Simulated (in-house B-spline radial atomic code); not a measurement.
A calculation on Cs-: its settings, and results tabulated from the run. Computed with an all-electron radial atomic-structure program (B-spline basis): scalar-relativistic (X2C) BHandHLYP, spin-polarised, spherical fractional occupations, exact exchange averaged over the configuration, Fermi nucleus of rms radius 4.8041 fm.

Command:
```bash
python run_scf.py task.json out
```
Settings (nuclear radius in fm, mass in u):
```
Z                55
configuration    [Xe] 6s2
hamiltonian      x2c
method           bhandhlyp
spin_polarised   True
nucleus          fermi
rms_radius       4.8041
atomic_mass      132.90545
speed_of_light   137.035999084
exact_exchange   averaged over the configuration
```

Output (hartree, bohr):
```
 radial grid: 77 intervals, B-splines of order 8, outer radius 50 bohr

 iter        energy (Eh)    residual
    1       -7782.028486    4.86e-01
    2       -7783.957692    2.27e-01
    3       -7786.128598    3.27e-02
    4       -7786.192701    7.66e-03
    5       -7786.195535    3.19e-03
    6       -7786.196087    5.62e-04
    7       -7786.196108    2.35e-04
    8       -7786.196111    1.83e-05
    9       -7786.196112    7.16e-06
   10       -7786.196112    2.89e-06
   11       -7786.196112    4.08e-07

 total energy                     -7786.19611
 kinetic                            8293.1614
 electron-nucleus                 -18943.7194
 Hartree                            3058.8796
 exact exchange                      -95.7220
 exchange-correlation                -98.7958

 orbital      occ     eigenvalue          <r>       <r^2>       <1/r>       r_max
 1s up      1.000     -1320.7719    0.0254752 0.000890479     62.6279     0.01603
 1s down    1.000     -1320.7719    0.0254752 0.000890479     62.6279     0.01603
 2s up      1.000      -209.0010     0.111506   0.0147314     14.3053     0.09472
 2s down    1.000      -209.0010     0.111506   0.0147314     14.3053     0.09472
 2p up      3.000      -187.5228    0.0978949   0.0117152     13.0772     0.07584
 2p down    3.000      -187.5228    0.0978949   0.0117152     13.0772     0.07584
 3s up      1.000       -44.1819     0.298068    0.101664     5.07662      0.2723
 3s down    1.000       -44.1819     0.298068    0.101664     5.07662      0.2723
 3p up      3.000       -37.1667     0.296095    0.101746     4.70828      0.2664
 3p down    3.000       -37.1667     0.296095    0.101746     4.70828      0.2664
 3d up      5.000       -26.7898     0.273127   0.0880791     4.42836      0.2203
 3d down    5.000       -26.7898     0.273127   0.0880791     4.42836      0.2203
 4s up      1.000        -8.5908     0.694818    0.544694     2.04351      0.6427
 4s down    1.000        -8.5908     0.694818    0.544694     2.04351      0.6427
 4p up      3.000        -6.2928     0.739023    0.621126     1.85729      0.6727
 4p down    3.000        -6.2928     0.739023    0.621126     1.85729      0.6727
 4d up      5.000        -2.8760     0.836904    0.814722     1.57918      0.7214
 4d down    5.000        -2.8760     0.836904    0.814722     1.57918      0.7214
 5s up      1.000        -1.0331      1.75364     3.46772    0.749844       1.549
 5s down    1.000        -1.0331      1.75364     3.46772    0.749844       1.549
 5p up      3.000        -0.4744      2.09037     4.99163    0.620033       1.778
 5p down    3.000        -0.4744      2.09037     4.99163    0.620033       1.778
 6s up      1.000         0.0056      7.64882     73.2986    0.171562       5.379
 6s down    1.000         0.0056      7.64882     73.2986    0.171562       5.379

 Slater integrals (Eh)
   F0(5p up,5p up)               0.431752
   F2(5p up,5p up)               0.231156
   F0(5p up,5p down)             0.431752
   F2(5p up,5p down)             0.231156
   F0(5p up,6s up)               0.161782
   G1(5p up,6s up)               0.007436
   F0(5p up,6s down)             0.161782
   F0(5p down,5p down)           0.431752
   F2(5p down,5p down)           0.231156
   F0(5p down,6s up)             0.161782
   F0(5p down,6s down)           0.161782
   G1(5p down,6s down)           0.007436
   F0(6s up,6s up)               0.120738
   F0(6s up,6s down)             0.120738
   F0(6s down,6s down)           0.120738
```

Time taken, with all properties: 0.59 s on 1 thread of AMD EPYC 7R13 Processor, with other jobs on the host.

6s up has a positive eigenvalue: unbound, held by the box.

6s down has a positive eigenvalue: unbound, held by the box.

One-electron X2C: radii and densities carry no picture-change correction, so inner-shell <1/r> comes out high (for 1s by about 2 % at Z = 33, 5 % at 54, 10 % at 75, 30 % at 118) and <r> low.
